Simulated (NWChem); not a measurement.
The numbers come from NWChem runs, not from measurements. System: boron monoxide dimer (B2O2), charge 0, spin multiplicity 1, at a geometry optimised with PBE0/def2-SVP. Level: PBE/def2-SVP.

The NWChem input:

```
start mol
memory heap 200 mb stack 900 mb global 1100 mb
geometry units angstroms nocenter noautoz noautosym
  O      0.000000     0.000000    -2.025437
  B      0.000000     0.000000    -0.826223
  B      0.000000     0.000000     0.826223
  O      0.000000     0.000000     2.025437
end
basis spherical
  * library def2-svp
end
dft
  xc xpbe96 cpbe96
  semidirect memsize 60000000 filesize 0
  iterations 100
end
task dft energy
```

Part of the output:

```
             Northwest Computational Chemistry Package (NWChem) 7.3.0
             --------------------------------------------------------

                                NWChem Input Module
                                -------------------

 Scaling coordinates for geometry "geometry" by  1.889725989
 (inverse scale =  0.529177249)

                             Geometry "geometry" -> ""
                             -------------------------

 Output coordinates in angstroms (scale by  1.889725989 to convert to a.u.)

  No.       Tag          Charge          X              Y              Z
 ---- ---------------- ---------- -------------- -------------- --------------
    1 O                    8.0000     0.00000000     0.00000000    -2.02543700
    2 B                    5.0000     0.00000000     0.00000000    -0.82622300
    3 B                    5.0000     0.00000000     0.00000000     0.82622300
    4 O                    8.0000     0.00000000     0.00000000     2.02543700

 Effective nuclear repulsion energy (a.u.)      66.5135290029

            Nuclear Dipole moment (a.u.)
            ----------------------------
        X                 Y               Z
 ---------------- ---------------- ----------------
     0.0000000000     0.0000000000     0.0000000000


 Summary of "ao basis" -> "" (spherical)
 ------------------------------------------------------------------------------
       Tag                 Description            Shells   Functions and Types
 ---------------- ------------------------------  ------  ---------------------
 *                          def2-svp                  on all atoms

  pbe96 is a nonlocal functional; adding pw91lda local functional.

                                 NWChem DFT Module
                                 -----------------

 Summary of "ao basis" -> "ao basis" (spherical)
 ------------------------------------------------------------------------------
       Tag                 Description            Shells   Functions and Types
 ---------------- ------------------------------  ------  ---------------------
 O                          def2-svp                 6       14   3s2p1d
 B                          def2-svp                 6       14   3s2p1d

 Summary of "ao basis" -> "ao basis" (spherical)
 ------------------------------------------------------------------------------
       Tag                 Description            Shells   Functions and Types
 ---------------- ------------------------------  ------  ---------------------
 O                          def2-svp                 6       14   3s2p1d
 B                          def2-svp                 6       14   3s2p1d

            General Information
            -------------------
          SCF calculation type: DFT
          Wavefunction type:  closed shell.
          No. of atoms     :     4
          No. of electrons :    26
           Alpha electrons :    13
            Beta electrons :    13
          Charge           :     0
          Spin multiplicity:     1
          Use of symmetry is: off; symmetry adaption is: off
          Maximum number of iterations: 100
          AO basis - number of functions:    56
                     number of shells:    24
          Convergence on energy requested:  1.00D-06
          Convergence on density requested:  1.00D-05
          Convergence on gradient requested:  5.00D-04

              XC Information
              --------------
          PerdewBurkeErnzerhof Exchange Functional  1.000
            Perdew 1991 LDA Correlation Functional  1.000 local
           PerdewBurkeErnz. Correlation Functional  1.000 non-local

             Grid Information
             ----------------
          Grid used for XC integration:  medium
          Radial quadrature: Mura-Knowles
          Angular quadrature: Lebedev.
          Tag              B.-S. Rad. Rad. Pts. Rad. Cut. Ang. Pts.
          ---              ---------- --------- --------- ---------
          O                   0.60       49          10.0       434
          B                   0.85       49           8.0       434
          Grid pruning is: on
          Number of quadrature shells:   196
          Spatial weights used:  Erf1

          Convergence Information
          -----------------------
          Convergence aids based upon iterative change in
          total energy or number of iterations.
          Levelshifting, if invoked, occurs when the
          HOMO/LUMO gap drops below (HL_TOL):  1.00D-02
          DIIS, if invoked, will attempt to extrapolate
          using up to (NFOCK): 10 stored Fock matrices.

                    Damping( 0%)  Levelshifting(0.5)       DIIS
                  --------------- ------------------- ---------------
          dE  on:    start            ASAP                start
          dE off:    2 iters        100 iters           100 iters

      Screening Tolerance Information
      -------------------------------
          Density screening/tol_rho:  1.00D-10
          AO Gaussian exp screening on grid/accAOfunc:  14
          CD Gaussian exp screening on grid/accCDfunc:  20
          XC Gaussian exp screening on grid/accXCfunc:  20
          Schwarz screening/accCoul:  1.00D-08

      Superposition of Atomic Density Guess
      -------------------------------------

 Sum of atomic energies:        -198.39029708

      Non-variational initial energy
      ------------------------------

 Total energy =    -199.394571
 1-e energy   =    -401.749947
 2-e energy   =     135.841847
 HOMO         =      -0.543493
 LUMO         =      -0.038261

------------------------------------------------------------
EAF file 0: "./mol.aoints.0" size=524288 bytes
------------------------------------------------------------
               write      read    awrite     aread      wait
               -----      ----    ------     -----      ----
     calls:        1         0         0         0         0
   data(b): 5.24e+05  0.00e+00  0.00e+00  0.00e+00
   time(s): 0.00e+00  0.00e+00  0.00e+00  0.00e+00  0.00e+00
rate(mb/s): 0.00e+00  0.00e+00
------------------------------------------------------------

   convergence    iter        energy       DeltaE   RMS-Dens  Diis-err    time
 ---------------- ----- ----------------- --------- --------- ---------  ------
 d= 0,ls=0.0,diis     1   -199.5723804547 -2.66D+02  1.09D-01  1.92D+00     0.5
 d= 0,ls=0.0,diis     2   -196.2540445102  3.32D+00  8.68D-02  2.98D+01     0.6
 d= 0,ls=0.0,diis     3   -199.8425612221 -3.59D+00  3.17D-03  1.30D-01     0.7
 d= 0,ls=0.0,diis     4   -199.8563184515 -1.38D-02  9.32D-04  6.57D-03     0.8
 d= 0,ls=0.0,diis     5   -199.8569882294 -6.70D-04  3.55D-04  3.68D-04     0.9
  Resetting Diis
 d= 0,ls=0.0,diis     6   -199.8570377557 -4.95D-05  5.79D-05  7.83D-06     1.0
 d= 0,ls=0.0,diis     7   -199.8570389304 -1.17D-06  5.89D-05  1.64D-06     1.2
 d= 0,ls=0.0,diis     8   -199.8570370025  1.93D-06  4.52D-05  2.00D-05     1.3
 d= 0,ls=0.0,diis     9   -199.8570391022 -2.10D-06  7.64D-07  6.99D-10     1.4
 d= 0,ls=0.0,diis    10   -199.8570391022 -1.61D-11  3.33D-07  9.74D-10     1.5

         Total DFT energy =     -199.857039102221
      One electron energy =     -404.303216580057
           Coulomb energy =      162.930750464775
    Exchange-Corr. energy =      -24.998101989852
 Nuclear repulsion energy =       66.513529002913

 Numeric. integr. density =       26.000001249731

     Total iterative time =      1.3s

                       DFT Final Molecular Orbital Analysis
                       ------------------------------------

 Vector   11  Occ=2.000000D+00  E=-3.635002D-01
              MO Center= -2.5D-10,  2.6D-10,  1.9D-05, r^2= 3.7D+00
   Bfn.  Coefficient  Atom+Function         Bfn.  Coefficient  Atom+Function
  ----- ------------  ---------------      ----- ------------  ---------------
     5      0.281855  1 O  py                47      0.281858  4 O  py
     4     -0.244086  1 O  px                46     -0.244089  4 O  px
    19     -0.192874  2 B  py                33     -0.192876  3 B  py
     8      0.167039  1 O  py                18      0.167029  2 B  px
    32      0.167030  3 B  px                50      0.167041  4 O  py

 Vector   12  Occ=2.000000D+00  E=-3.441071D-01
              MO Center= -6.7D-11,  9.7D-11, -1.8D-05, r^2= 4.1D+00
   Bfn.  Coefficient  Atom+Function         Bfn.  Coefficient  Atom+Function
  ----- ------------  ---------------      ----- ------------  ---------------
     5     -0.295268  1 O  py                47      0.295266  4 O  py
     4      0.291698  1 O  px                46     -0.291695  4 O  px
     8     -0.174480  1 O  py                50      0.174478  4 O  py
     7      0.172370  1 O  px                49     -0.172368  4 O  px
    19      0.140122  2 B  py                33     -0.140120  3 B  py

 Vector   13  Occ=2.000000D+00  E=-3.441071D-01
              MO Center= -2.3D-10, -2.3D-10, -1.8D-05, r^2= 4.1D+00
   Bfn.  Coefficient  Atom+Function         Bfn.  Coefficient  Atom+Function
  ----- ------------  ---------------      ----- ------------  ---------------
     4      0.295268  1 O  px                46     -0.295266  4 O  px
     5      0.291698  1 O  py                47     -0.291695  4 O  py
     7      0.174480  1 O  px                49     -0.174478  4 O  px
     8      0.172370  1 O  py                50     -0.172368  4 O  py
    18     -0.140122  2 B  px                32      0.140120  3 B  px

 Vector   14  Occ=0.000000D+00  E=-1.149579D-01
              MO Center= -3.3D-10, -2.7D-10,  3.2D-07, r^2= 2.9D+00
   Bfn.  Coefficient  Atom+Function         Bfn.  Coefficient  Atom+Function
  ----- ------------  ---------------      ----- ------------  ---------------
    18      0.276700  2 B  px                32      0.276700  3 B  px
    19      0.237019  2 B  py                33      0.237020  3 B  py
     4      0.226208  1 O  px                46      0.226208  4 O  px
     7      0.210477  1 O  px                49      0.210477  4 O  px
    21     -0.208672  2 B  px                35     -0.208672  3 B  px

 Vector   15  Occ=0.000000D+00  E=-1.149579D-01
              MO Center=  2.6D-10, -2.6D-10,  3.2D-07, r^2= 2.9D+00
   Bfn.  Coefficient  Atom+Function         Bfn.  Coefficient  Atom+Function
  ----- ------------  ---------------      ----- ------------  ---------------
    19      0.276700  2 B  py                33      0.276700  3 B  py
    18     -0.237019  2 B  px                32     -0.237020  3 B  px
     5      0.226208  1 O  py                47      0.226208  4 O  py
     8      0.210477  1 O  py                50      0.210477  4 O  py
    22     -0.208672  2 B  py                36     -0.208672  3 B  py

 Vector   16  Occ=0.000000D+00  E= 1.560150D-02
              MO Center=  7.3D-10,  4.8D-10,  1.0D-06, r^2= 3.6D+00
   Bfn.  Coefficient  Atom+Function         Bfn.  Coefficient  Atom+Function
  ----- ------------  ---------------      ----- ------------  ---------------
    17      1.755960  2 B  s                 31     -1.755961  3 B  s
     3     -0.312224  1 O  s                 45      0.312225  4 O  s
    16      0.269484  2 B  s                 30     -0.269484  3 B  s
    23      0.260908  2 B  pz                37      0.260908  3 B  pz
    20     -0.207397  2 B  pz                34     -0.207397  3 B  pz

 center of mass
 --------------
 x =   0.00000000 y =   0.00000000 z =   0.00000000

 moments of inertia (a.u.)
 ------------------
         522.324462642274           0.000000000000           0.000000000000
           0.000000000000         522.324462642274           0.000000000000
           0.000000000000           0.000000000000           0.000000000000

     Multipole analysis of the density
     ---------------------------------

     L   x y z        total         alpha         beta         nuclear
     -   - - -        -----         -----         ----         -------
     0   0 0 0     -0.000000    -13.000000    -13.000000     26.000000

     1   1 0 0     -0.000000     -0.000000     -0.000000      0.000000
     1   0 1 0      0.000000      0.000000      0.000000      0.000000
     1   0 0 1     -0.000003     -0.000001     -0.000001      0.000000

     2   2 0 0    -14.828067     -7.414034     -7.414034      0.000000
     2   1 1 0     -0.000000     -0.000000     -0.000000      0.000000
     2   1 0 1      0.000000      0.000000      0.000000      0.000000
     2   0 2 0    -14.828067     -7.414034     -7.414034      0.000000
     2   0 1 1     -0.000000     -0.000000     -0.000000      0.000000
     2   0 0 2    -23.024517   -140.900427   -140.900427    258.776337

 Task  times  cpu:        1.5s     wall:        1.5s

 Total times  cpu:        1.5s     wall:        1.5s
```
